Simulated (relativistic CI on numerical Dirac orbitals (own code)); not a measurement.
# d7 in a ligand field

Computed with a parametric ligand-field model of a d^n configuration (Racah B and C, spin-orbit zeta, crystal field), exact diagonalisation.

Field parameters in Wybourne normalisation: Oh B⁴₀ = 21Dq, B⁴₄ = √(5/14) B⁴₀. The field is a parameter set, without covalency.

B = 450 cm⁻¹, C = 1680 cm⁻¹ (C/B = 3.73), Oh, no spin-orbit coupling. Tanabe-Sugano data, E/B above the lowest term (Δ = |10Dq|; b, c mark the second and third term of a kind):

```tsv
Δ/B	4T1	4T2	4A2	2E	2T2	2T1	2T1(b)
1.0	0.00	0.81	1.81	15.51	15.58	15.78	20.40
3.0	0.00	2.49	5.49	14.64	16.15	16.37	20.79
5.0	0.00	4.22	9.22	13.01	16.50	16.54	21.13
7.0	0.00	6.00	13.00	11.18	16.68	16.55	21.41
9.0	0.00	7.82	16.82	9.28	16.78	16.51	21.64
11.0	0.00	9.66	20.66	7.34	16.82	16.44	21.83
13.0	0.00	11.53	24.53	5.39	16.84	16.38	21.99
15.0	0.00	13.42	28.42	3.42	16.84	16.31	22.12
17.0	0.00	15.32	32.32	1.45	16.83	16.25	22.23
19.0	0.52	17.75	36.75	0.00	17.33	16.71	22.84
21.0	2.50	21.66	42.66	0.00	19.30	18.64	24.90
23.0	4.48	25.57	48.57	0.00	21.26	20.57	26.95
25.0	6.46	29.49	54.49	0.00	23.22	22.51	28.99
27.0	8.45	33.42	60.42	0.00	25.19	24.45	31.02
29.0	10.43	37.36	66.36	0.00	27.16	26.40	33.05
31.0	12.42	41.30	72.30	0.00	29.13	28.35	35.08
33.0	14.41	45.25	78.25	0.00	31.10	30.31	37.10
35.0	16.39	49.20	84.20	0.00	33.08	32.27	39.12
37.0	18.38	53.15	90.15	0.00	35.05	34.23	41.13
39.0	20.37	57.11	96.11	0.00	37.03	36.20	43.15
41.0	22.36	61.07	102.07	0.00	39.01	38.16	45.16
43.0	24.36	65.04	108.04	0.00	40.99	40.13	47.17
45.0	26.35	69.01	114.01	0.00	42.97	42.11	49.18
47.0	28.34	72.98	119.98	0.00	44.95	44.08	51.19
```

The ground term changes from 4T1 to 2E between Δ/B = 17.0 and 19.0.
